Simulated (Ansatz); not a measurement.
Compare A (`BOC=N`) with its isomer B (`OC1BN1`).

Calculated with Ansatz (gas phase, PBE0-D4/def2-TZVP geometries, no zero-point term in ΔE). CBS: MP2 limit from def2 TZ/QZ plus the TZ coupled-cluster correction, frozen cores. DFT in def2-TZVPP. B3LYP here is the variant with VWN-RPA as its local correlation; programs differ in this. One conformer a species, not always the lowest.

(1) Which isomer does CCSD(T)/CBS put lower? Give the gap. (Best estimate.)

(2) Give E(B) − E(A) in kcal/mol with PBE-D4, CCSD/def2-TZVPP, CCSD(T)/def2-TZVPP, B2PLYP, B3LYP-D4, BLYP-D4, MP2/def2-TZVPP. (Best estimate.)

(3) Does the order hold for the free energy at 298.15 K (harmonic terms from PBE0-D4)? (Best estimate.)

Largest T1 diagnostic: 0.015.

Answers

(1) The calculation gave: A, by 25.9 kcal/mol.

(2) The calculation gave: PBE-D4 21.9, CCSD/def2-TZVPP 27.9, CCSD(T)/def2-TZVPP 27.6, B2PLYP 27.7, B3LYP-D4 27.7, BLYP-D4 28.5, MP2/def2-TZVPP 25.5. None reverses the order clearly.

(3) Ansatz gave: Yes: G(B) − G(A) = +26.8 kcal/mol, for one conformer each.

At CCSD(T), def2-SVP lies +2.6 kcal/mol from the extrapolated value and def2-TZVPP +1.7 kcal/mol. From r2SCAN to r2SCAN0 (25 % exact exchange), in def2-TZVPP and without D4, E(B) − E(A) moves by −0.9 kcal/mol.
